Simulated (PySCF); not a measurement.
# L and K shells in Cu(PH3)Br

Species: Cu(PH3)Br (singlet state).
Bonds: Cu1–P2, Cu1–Br6. Hydrogens: H3, H4, H5 on P2.

Method used: PySCF, delta-SCF UKS SCAN, pcX-2 on the ionised atom (unc-x2c-TZVPall on a metal), pcseg-1 elsewhere, spin-free X2C. These are vertical core ionisation energies against the vacuum level, from separate self-consistent calculations with and without the core hole. Spin–orbit coupling isn't in the SCF: each 2p doublet comes from a relaxed spin-free hole plus a matrix of the shell (mean-field spin–orbit coupling and the ground-state 2p splitting), with 2p3/2 averaged over its two sublevels. The splitting includes the ligand field, and 2p3/2 is the mean of two sublevels.

Question: Give the 2p3/2 and 2p1/2 binding energies and the splitting.

Answer: 
```
atom                      environment  2p3/2 (eV)  2p1/2 (eV)  splitting (eV)  mean of the shell (eV)
 Cu1        copper bonded to Br and P      938.57      959.23           20.66                  945.46
  P2  phosphorus bonded to Cu and 3 H      138.41      139.30            0.89                  138.70
```

Question: What are the 1s binding energies of the same atoms?

Answer: P2 2152.07 eV.

Question: Which Kα1 and Kα2 emission energies and wavelengths follow?

Answer: The photon carries the difference of the 1s-hole and 2p-hole states, both at the ground state's geometry; λ = 12398.42 eV Å/E.

```
atom  Kα1 (eV)  Kα2 (eV)  λ(Kα1) (Å)  λ(Kα2) (Å)
  P2   2013.66   2012.77      6.1572      6.1599
```

2p1/2 minus 2p3/2 by element: P (Z = 15) 0.89 eV, Cu (Z = 29) 20.65 eV.

No level of bromine is listed. Satellites of the metal's 2p lines aren't described. Geometry: PBE0-D3(BJ)/def2-SVP; no solvent, vibrations or thermal averaging. Metal 2p energies of this one-determinant scheme are less reliable than its 1s energies.

Hardware: one thread of an x86-64 server, shared host. Cost: 7.5 s wall.
